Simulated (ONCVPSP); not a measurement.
## Tl (Z = 81), ONCV: configuration errors across variants

thallium (Tl), optimised norm-conserving Vanderbilt (ONCV), made with ONCVPSP 4.0.1 (PBEsol, scalar-relativistic). Core [Kr] 4d10 4f14, reference 5s2 5p6 5d10 6s1 6p2. Waves: 5s+6s: rc 1.40 bohr, ncon 4, nbas 9, qcut 11.4 1/bohr, 2 projectors; 5p+6p: rc 2.00 bohr, ncon 5, nbas 9, qcut 7.1 1/bohr, 2 projectors; 5d: rc 1.40 bohr, ncon 3, nbas 7, qcut 7.8 1/bohr, local. Local part: the d channel. Core correction: polynomial model core, fcfact 0.15.

All-electron excitation energies from the reference (eV): (1) 5s2 5p6 5d10 6s2 6p1 -7.449; (2) 5s2 5p6 5d10 6s2 6p0 -2.301; (3) 5s2 5p6 5d10 6s1 6p0 18.543; (4) 5s2 5p6 5d10 6s2 6p0.5 -5.602.

4 further variants failed, have other tests or too few solved ones, and are left out.

Errors AE − PS in meV (a dash: test not solved or not reliable):

```csv
change,(1),(2),(3),(4),bound ghosts,GHOST(+) flags above zero
base,+1.4,-1.1,-9.0,+0.6,none,none
"all radii but the core radius scaled by about 1.05 (s 1.48, p 2.10, d 1.48 bohr)",+1.4,-1.0,-9.0,+0.6,none,none
"all radii but the core radius scaled by about 1.22 (s 1.70, p 2.44, d 1.70 bohr)",+1.3,-1.1,-9.0,+0.4,none,none
```

(1) Give the same row for: all radii but the core radius scaled by about 1.14 (s 1.60, p 2.28, d 1.60 bohr).

Answers

(1) +1.1, -1.3, -9.0, +0.2; bound ghosts: none; GHOST(+) flags above zero: none.
